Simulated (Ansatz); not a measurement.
Molecule: ethoxygermane, C2H8GeO, charge 0, multiplicity 1. 
Geometry from a B3LYP-D3(BJ)/def2-TZVP (Ansatz, a program for electronic structure) optimisation:
```
C
H 1 1.0986
H 1 1.0986 2 107.24
O 1 1.4223 2 110.36 3 -120.24
C 1 1.5150 2 110.02 3 119.64
H 5 1.0908 1 110.38 2 61.18
H 5 1.0908 6 108.32 1 -120.95
H 5 1.0923 6 108.61 7 -117.78
Ge 4 1.7892 1 118.72 2 59.17
H 9 1.5320 4 104.74 1 180.00
H 9 1.5431 10 112.03 4 118.10
H 9 1.5431 10 112.03 11 123.81
```
Charge 0, spin multiplicity 1.

Dipole moments at this geometry, in debye (magnitudes).

| level | program | dipole (D) |
|---|---|---|
| SVWN5/def2-TZVPD | Ansatz | 1.02 |
| PBE/def2-TZVPD | Ansatz | 0.97 |
| B97M-V/def2-TZVPD | Ansatz | 0.96 |
| PBE0/def2-TZVPD | Ansatz | 1.07 |
| BHLYP/def2-TZVPD | Ansatz | 1.18 |
| r2SCANh/def2-TZVPD | Ansatz | 1.04 |
| HSE06/def2-TZVPD | Ansatz | 1.06 |
| wB97M-V/def2-TZVPD | Ansatz | ___ |
| CCSD(T)/aug-cc-pVDZ | Ansatz | ___ |

### Question
Fill in the missing entries.

### Answer

- wB97M-V/def2-TZVPD, dipole (D): 1.10
- CCSD(T)/aug-cc-pVDZ, dipole (D): 1.09
